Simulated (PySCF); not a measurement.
C₃H₆F₂Si, SMILES F[SiH2]C1(F)CC1. Atoms are numbered in the order given.

```xyz
12

F      0.8770     1.9206     0.0000
Si    -0.5804     1.1813     0.0000
C     -0.2008    -0.6526     0.0000
F     -1.3614    -1.4111     0.0000
C      0.9610    -1.2396    -0.7536
C      0.9610    -1.2396     0.7536
H     -1.3169     1.5847     1.2253
H     -1.3169     1.5847    -1.2253
H      1.6368    -0.5630    -1.2848
H      0.7594    -2.1884    -1.2581
H      1.6368    -0.5630     1.2848
H      0.7594    -2.1884     1.2581
```

Geometry optimised at B3LYP-D3(BJ)/def2-SVP. The structure was generated by enumeration, and PubChem lists no compound with its InChIKey, so it may never have been made. The values are those of a single conformer.

These are PBE/def2-TZVP run with PySCF values and carry that method's errors.

Symmetry labels are those of the subgroup Cs that the program uses (full group Cs).

Computed valence orbital energies around the gap with their symmetry:
| orbital | symmetry | energy (eV) |
|---|---|---|
| HOMO−7 | A" | -10.48 |
| HOMO−6 | A' | -10.35 |
| HOMO−5 | A' | -9.85 |
| HOMO−4 | A" | -9.17 |
| HOMO−3 | A' | -9.07 |
| HOMO−2 | A" | -8.33 |
| HOMO−1 | A' | -6.94 |
| HOMO | A" | -6.93 |
| LUMO | A' | -1.07 |
| LUMO+1 | A' | 0.27 |
| LUMO+2 | A' | 0.86 |
| LUMO+3 | A" | 0.87 |
